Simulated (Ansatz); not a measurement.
Calculated with Ansatz (gas phase, PBE0-D4/def2-TZVP geometries, no zero-point term in ΔE). CCSD(T)/CBS adds triple-zeta CCSD(T) − MP2 to the extrapolated MP2 energy (def2 sets, frozen cores). DFT in def2-TZVPP. B3LYP here is the variant with VWN-RPA as its local correlation; programs differ in this. For Se outer-core shells are correlated without core-valence functions, which leaves a few kJ/mol of doubt a bond. Scalar relativity is left out up to krypton. Each species was taken in one conformer, which may not be the lowest.

`NB([SiH3])C[SiH3]` + `CC[SeH]` → `CB(N)[SiH3]` + `[SiH3]CC[SeH]`  (redistribution)

(1) Is it downhill or uphill in electronic energy at CCSD(T)/CBS, and by how much? (An estimate is asked.)

(2) What do these levels give: B3LYP-D4, B3LYP, SCS-MP2/def2-TZVPP, HF/def2-QZVPP, MP2/def2-QZVPP, SCS-MP2/def2-QZVPP? (Best estimate.)

Largest T1 diagnostic among the species: 0.013.

Answers

(1) The calculation gave: Uphill: ΔE = +3.7 kcal/mol.

(2) The calculation gave: B3LYP-D4 3.6, B3LYP 2.8, SCS-MP2/def2-TZVPP 3.7, HF/def2-QZVPP 3.3, MP2/def2-QZVPP 3.9, SCS-MP2/def2-QZVPP 3.7 kcal/mol.

The D4 term adds +0.8 kcal/mol with B3LYP and +0.5 kcal/mol with PBE0; it sums over pairs of atoms, weighted by their polarisabilities, and B3LYP, whose exchange is more repulsive, gets the larger term.
